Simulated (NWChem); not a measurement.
System: ZnH₂Se; SMILES [SeH][ZnH]

Results from NWChem. Pople sets run with spherical d functions. Medium grid unless said otherwise, to which SCAN and Minnesota functionals are sensitive. All runs use the structure optimised with PBE-D3(BJ)/def2-SVP. Hybrids' shares of exact exchange are those that their runs print; pure functionals count as 0. The functionals differ in more than this share.

| row | share of exact exchange | orbital gap (eV) |
|---|---|---|
| PBE/6-31G* | 0.00 | 4.32 |
| KT2/6-31G* | 0.00 | 4.31 |
| TPSSh/6-31G* | 0.10 | 5.30 |
| B3LYP/6-31G* | 0.20 | withheld |
| PBE0/6-31G* | 0.25 | 6.13 |
| r2SCAN0/6-31G* | 0.25 | 6.50 |
| MPW1K/6-31G* | 0.43 | 7.41 |
| M05-2X/6-31G* | 0.56 | 8.03 |

Question: Fit a straight line of the last column on the one before it, predict the withheld value, and compare with the run.

Answer: 
1. Means of the 7 shown rows: x = 0.227, y = 6.000. Slope Σ(x − x̄)(y − ȳ)/Σ(x − x̄)² = 1.831/0.2723 = 6.722; intercept 4.473.
2. The shown rows scatter about the line by 0.185 (root mean square); the largest residual is +0.35, at r2SCAN0/6-31G*.
3. At x = 0.20 (B3LYP/6-31G*; inside the shown range) the line gives 5.82.
4. The run gives 5.62, -0.20 from the line, 1.1 times the scatter.
